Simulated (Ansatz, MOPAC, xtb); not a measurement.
The molecule LiO+, multiplicity 3 (lowest of 2S+1 = 1, 3, 5 at CCSD(T)/def2-TZVPP on PBE0 minima; our sources give no spin for the ground state, which may be another).

Constants: fifth-degree fit in 1/R to seven points, most abundant isotopes. In def2 and cc sets the state is the lowest found near the PBE0 minimum, followed along R.

The values were computed with Ansatz (Gaussian basis) for Hartree–Fock, density functionals and correlated methods; MOPAC for AM1, PM3, PM6, PM7 (differences of heats of formation); xtb for the GFN methods.  The GFN methods have no spin term and hold the electronic entropy of 300 K.

```tsv
level	r_e (Å)	ω_e (cm⁻¹)	B_e (cm⁻¹)	ω_e x_e (cm⁻¹)
AM1	2.052	524	0.821	8.6
PM3	2.026	449	0.842	11
PM6	2.011	390	0.855	8.5
PM7	2.132	297	0.760	7.9
GFN2-xTB	2.120	207	0.769	9.1
SVWN5/def2-TZVPP	2.059	366	0.816	9.7
PBE/def2-TZVPP	2.100	346	0.784	8.9
r2SCAN/def2-TZVPP	2.110	333	0.776	11
B97M-V/def2-TZVPP	2.090	344	0.792	11
B3LYP/def2-TZVPP	2.080	357	0.799	11
PBE0/def2-TZVPP	2.076	356	0.802	9.3
BHLYP/def2-TZVPP	2.046	377	0.826	11
CAM-B3LYP/def2-TZVPP	2.062	367	0.813	10
wB97X-V/def2-TZVPP	2.094	349	0.789	10
wB97M-V/def2-TZVPP	2.089	350	0.792	10.0
B2PLYP/def2-TZVPP	2.071	362	0.806	11
CCSD/aug-cc-pVTZ	2.111	346	0.776	9.3
CCSD/def2-TZVPP	2.086	350	0.794	11
CCSD/def2-QZVPP	2.085	362	0.795	9.3
CCSD(T)/aug-cc-pVTZ	2.115	344	0.773	9.1
CCSD(T)/def2-TZVPP	2.088	349	0.793	11
CCSD(T)/def2-QZVPP	2.088	360	0.793	9.2
```

Correlated levels freeze the inner cores; with def2 sets outer-core shells near the valence are correlated too. The state that AM1, PM3, PM6, PM7 reach isn't checked; PM7 holds dispersion and hydrogen-bond terms.

Ansatz is a first-principles code.
